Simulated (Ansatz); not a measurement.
```yaml
crystal:
  periodic: [false, false, false]
  atoms:
    - {symbol: Re, position_ang: [-2.523679, -0.167889, 0.070722]}
    - {symbol: Au, position_ang: [0.028600, -0.136007, -0.004335]}
    - {symbol: Au, position_ang: [-1.999675, 2.283357, -0.046818]}
    - {symbol: Au, position_ang: [-0.847953, 4.700831, -0.182525]}
    - {symbol: Au, position_ang: [0.782707, 2.426509, -0.134543]}
basis:
  gaussian: {orbitals: def2-TZVPD, initial_orbitals: start.molden}
total_charge: -1
hamiltonian: {xc: pbe}
correlation: {method: rpa}
scf: {omitted_lower_state_checks: [starts]}
```

The file start.molden holds the orbitals of an earlier run on this structure, at another level or in another basis.

```sh
$ ansatz run in.yaml --threads 4 --pin off --events-out ev --progress --plain --max-ram 4787MiB
```

It prints (some lines left out):

```
Functional definition: PBE
  name "PBE"
  cite "Perdew, Burke & Ernzerhof, Phys. Rev. Lett. 77, 3865 (1996) doi:10.1103/PhysRevLett.77.3865"
  parent pbe
  parameter kappa = 0.804
  parameter beta = 0.06672455060314922
  exchange = pbe_x(kappa = kappa, mu = beta*pi^2/3)
  correlation = pbe_c(beta = beta)
these checks for a lower state are left out or cut short: starts
1885 factors; integrals over basis functions are off by at most 2.9e-4 eV
mean field evaluation 1: about -16912.1330 eV, gradient 1.1e1 eV
mean field evaluation 2: about -16912.4641 eV, gradient 6.6e-1 eV
mean field evaluation 4: about -16912.4628 eV, gradient 2.2e-2 eV
mean field evaluation 8: about -16912.4628 eV, gradient 2.6e-6 eV
mean field -16912.46280061 eV, -621.5215442435 hartree, gradient 3.3e-6 eV, S^2 0.000000; 0 other end points of the search recorded, 0 dependent functions left out; unrestricted orbitals would lower it
mean field evaluation 16: about -16779.3985 eV, gradient 3.7e0 eV
mean field evaluation 32: about -16781.1804 eV, gradient 8.6e-2 eV
reference -16774.97828365 eV, -616.4690814355 hartree; 46, 46 occupied and 169, 169 virtual orbitals, 1885 factors
Error: the energy between an occupied orbital and the lowest state that it is excited into in its spin channel is -0.1222 eV and must be positive: a state without a gap has no random-phase energy
```

Task: Can the result of this run be used?

Result: No. The run stopped with an error. The reference has no gap: an occupied orbital lies above an empty one, and the correlation energy can't be formed.
